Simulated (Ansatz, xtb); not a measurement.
Two structures of C2H3BOS

We compare I, a singlet given by its coordinates, with II, `B1OC=CS1`, a singlet. Both are isolated molecules in the gas phase, relaxed with PBE0-D3(BJ)/def2-SVP.

I (Å):

```xyz
8

C    -1.4679   -1.6301    0.4657
C    -1.3259   -0.8209    1.5133
B     1.2467   -0.3851    0.7463
O     2.0271   -0.7064   -0.1160
S     0.1126    0.0943    2.0168
H    -0.6603   -1.8319   -0.2449
H    -2.4279   -2.1223    0.2943
H    -2.1473   -0.6331    2.2118
```

Close contacts (Å): C1–C2 1.33, C2–S5 1.78, B3–O4 1.21, B3–S5 1.77, C1–H6 1.09, C1–H7 1.09, C2–H8 1.09.

II (Å):

```xyz
8

C    -2.4945    0.8640    0.3606
C    -1.5224    1.4065    1.1140
B    -1.6676   -1.0689    1.2309
O    -2.5957   -0.4853    0.4060
S    -0.6155    0.1846    1.9825
H    -1.6071   -2.2539    1.3945
H    -3.2106    1.3765   -0.2818
H    -1.2908    2.4665    1.2044
```

Energies in hartree; the thermal terms are from PBE0-D3(BJ)/def2-SVP harmonic frequencies (ideal gas, rigid rotor, one conformer each, 298.15 K, 1 atm) and include the zero-point energy:

|  | I | II |
| --- | --- | --- |
| E, CCSD(T)/def2-SVP | −575.051915 | −575.062910 |
| E, MP2/def2-SVP | −574.991206 | −575.001487 |
| E, MP2/def2-TZVPP | −575.495272 | −575.507452 |
| zero-point energy | 0.051095 | 0.052619 |
| H(298 K) − E | 0.057761 | 0.057662 |
| G(298 K) − E | 0.021322 | 0.025299 |

Task: Correct the CCSD(T) difference for the basis set by the MP2 change, then work out ΔE, ΔE₀, ΔH and ΔG for I → II in kcal/mol (1 Eh = 627.51 kcal/mol) and the equilibrium ratio [II]/[I].

Result: 1. Differences II − I: CCSD(T) −0.010995, MP2 in the small set −0.010281, MP2 in the large set −0.012180 Eh.
2. ΔE = −0.010995 + (−0.012180 − (−0.010281)) = −0.012894 Eh = −8.09 kcal/mol.
3. ΔE₀ = ΔE + ΔZPE = −0.012894 + (+0.001524) Eh = −7.13 kcal/mol.
4. ΔH = ΔE + (−0.000099) Eh = −8.15 kcal/mol.
5. ΔG = ΔE + (+0.003977) Eh = −5.60 kcal/mol, so ΔS = (ΔH − ΔG)/T = −35.9 J/(mol K).
6. kT = 0.9442 mEh, so K = [II]/[I] = exp(−ΔG/kT) = exp(+9.44) ≈ 1.3 × 10^4.

Structure II is favoured at this temperature. An error of 1 kcal/mol in ΔG would change K by a factor of 5.4. Mirror images and further conformers aren't counted.

Other levels gave ΔE = −15.5 (GFN2-xTB); −29.0 (HF/STO-3G, GFN2-xTB geometries); −11.8 (r2SCAN-D4/def2-SVP, GFN2-xTB geometries); −14.1 (PBE0-D3(BJ)/def2-SVP); −8.8 (HF/def2-SVP); −6.5 (MP2/def2-SVP); −6.9 (CCSD(T)/def2-SVP) kcal/mol. The correlated steps freeze 9 core orbitals. Programs: Ansatz 0.2.0, xtb 6.7.1.
